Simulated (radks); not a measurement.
Charge is removed step by step from the 5d5/2 level of neutral platinum, starting from [Xe] 4f14 5d(3/2: 4, 5/2: 5) 6s1. Method: Dirac Kohn-Sham, LDA (Slater exchange, Perdew-Wang correlation), spin-unpolarised, spherical densities, point nucleus; computed with a radial shooting solver on a logarithmic mesh with Libxc functionals.

removed (e)  E - E(0) (eV)  eigenvalue (eV)  E minus straight line (eV)
0                    0.000           -5.831                       0.000
0.125                0.802           -7.009                      -0.549
0.25                 1.754           -8.219                      -0.948
0.375                2.858           -9.461                      -1.195
0.5                  4.120          -10.732                      -1.284
0.625                5.542          -12.031                      -1.212
0.75                 7.129          -13.357                      -0.977
0.875                8.883          -14.709                      -0.574
1                   10.807          -16.086                       0.000

Removing the whole electron costs 10.807 eV by Delta-SCF, against 5.831 eV from minus the eigenvalue at the starting occupation. Slater's transition state (half an electron removed) gives 10.732 eV. Integrating minus the eigenvalue over the occupation (Janak's theorem) gives 10.807 eV. The mean slope of the eigenvalue, de/dn, is 10.3 eV per electron.
